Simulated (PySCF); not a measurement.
Basis and Hamiltonian dependence of the ionisation energy of Xe⁺

Xe⁺ [Kr] 4d10 5s2 5p5 (2P) → Xe²⁺ [Kr] 4d10 5s2 5p4 (3P). Calculated with PySCF 2.14 from differences of total energies of unrestricted determinants, without spin-orbit coupling. Values in eV.

```
                                                                               basis       Hamiltonian  functions     UHF     PBE    PBE0  MP2 (valence)  CCSD(T) (valence)  CCSD(T) (valence and next inner shell)
                                                        aug-cc-pVDZ-PP with ECP28MDF               ECP         32  20.109  21.078  21.126         20.625             20.618                                     n/a
                                                      aug-cc-pwCVDZ-PP with ECP28MDF               ECP         48  20.102  21.074  21.122         20.639             20.628                                  20.685
                                def2-SVP with the def2 core potential (28 electrons)               ECP         50  20.077     n/a     n/a         20.772             20.820                                     n/a
                                                        aug-cc-pVTZ-PP with ECP28MDF               ECP         55  20.076  21.054  21.104         20.811             20.863                                     n/a
                             def2-TZVPPD with the def2 core potential (28 electrons)               ECP         59  20.073  21.051  21.103         20.769             20.817                                  20.904
                                                                     aug-cc-pVTZ-DK3     spin-free X2C         68  20.069  21.059  21.107         20.802             20.855                                     n/a
                             def2-QZVPPD with the def2 core potential (28 electrons)               ECP         91  20.067  21.050  21.100         20.921             21.003                                     n/a
                                                      aug-cc-pwCVTZ-PP with ECP28MDF               ECP         96  20.067  21.057  21.104         20.826             20.881                                     n/a
                                                                     aug-cc-pVQZ-DK3     spin-free X2C        102  20.072  21.063  21.112         20.925             21.008                                     n/a
                                                                   aug-cc-pwCVTZ-DK3     spin-free X2C        109  20.066  21.065  21.111         20.822             20.879                                     n/a
                                                                        x2c-QZVPPall     spin-free X2C        112  20.070  21.065  21.112         20.913             20.997                                     n/a
aug-cc-pVQZ-PP with one added diffuse shell each of s, p, d, f, g type with ECP28MDF               ECP        117  20.068  21.052  21.101         20.931                n/a                                     n/a
                                                                          dyall-av2z  non-relativistic        130  20.062  21.042  21.091         20.583             20.563                                     n/a
                                                        aug-cc-pV5Z-PP with ECP28MDF               ECP        139  20.066  21.050  21.099         20.982                n/a                                     n/a
```

Extrapolation of CCSD(T) (valence) from aug-cc-pVTZ-DK3 and aug-cc-pVQZ-DK3: the correlation parts are 0.786 and 0.936 eV; with the X⁻³ form and unrounded values, (4³ × 0.936 − 3³ × 0.786)/(4³ − 3³) = 1.046 eV, and adding the Hartree-Fock value 20.072 eV of the larger basis gives 21.117 eV.

Frozen in the all-electron rows: valence: [Kr] 4d10; valence and next inner shell: [Ar] 3d10; with a core potential, the same shells as far as they lie outside it.

Non-relativistic rows lack the scalar-relativistic shift.

Between the lowest levels the reference is 20.975 eV (semi-empirical (NIST evaluation); NIST Atomic Spectra Database, ionization energies); it includes spin-orbit coupling, which these numbers lack.
